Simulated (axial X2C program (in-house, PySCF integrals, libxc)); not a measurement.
Levels of MoO⁺ by electron attachment to MoO²⁺ (EOM-EA-CCSD)

Calculated with an axial X2C code built on PySCF integrals: two-component X2C with atomic mean-field Coulomb and Gaunt terms, Gaussian nuclei, basis Mo dyall-acv3z, O dyall-av3z with contracted cores.

R = 1.688 Å (1.045 times 1.615 Å, the PBE0 minimum at charge 1 for the lowest determinant).

Levels of MoO⁺ obtained by attaching an electron to MoO²⁺:

```
  Ω  binding energy (eV)  above lowest (cm⁻¹)                  attached spinor  one-particle weight
5/2               15.064                    0                        98% Mo dδ                 0.95
1/2               14.729                 2703   50% Mo sσ, 24% Mo dσ, 17% O pσ                 0.94
1/2               14.320                 6006   56% Mo dπ, 24% O pπ, 11% Mo pπ                 0.95
3/2               14.010                 8505    69% Mo dπ, 14% O pπ, 9% Mo pπ                 0.93
1/2               12.146                23534  39% Mo pσ, 29% Mo dσ, 14% Mo sσ                 0.95
```

Task: Take the first Ω = 1/2 and Ω = 3/2 rows of π character: how far apart are they, and which lies lower?

Result: E(3/2) − E(1/2) = 8505 − 6006 = 2499 cm⁻¹ at EOM-EA-CCSD: regular, Ω = 1/2 lower. Splittings at this level can be off by ten to twenty per cent.

This point took 38 s on 1 thread of Arm Neoverse V1 (shared host).

Reference electrons by ω block (each with its −ω partner): 1/2: 16, 3/2: 7, 5/2: 1. 18 electrons of MoO²⁺ correlated (inner shells frozen), 84 natural virtual spinors (a truncated set); levels can be off by some tenths of an eV. Roots sought by Ω: (1/2: 5, 3/2: 4, 5/2: 2, 7/2: 1); rows need 60 % one-particle weight and stop where some Ω has no more roots. Missing are any skipped roots, higher Ω and states of a further excitation; these come out far too high here and may in truth be low or lowest. T1 of the reference 0.038 (Lee–Taylor). The reference was not checked to be the lowest state of its species. Number of frozen shells: Mo 3 s, 2 p, 1 d; O 1 s. Large amplitudes in the reference (orbital relaxation or multireference character) lower the reliability.
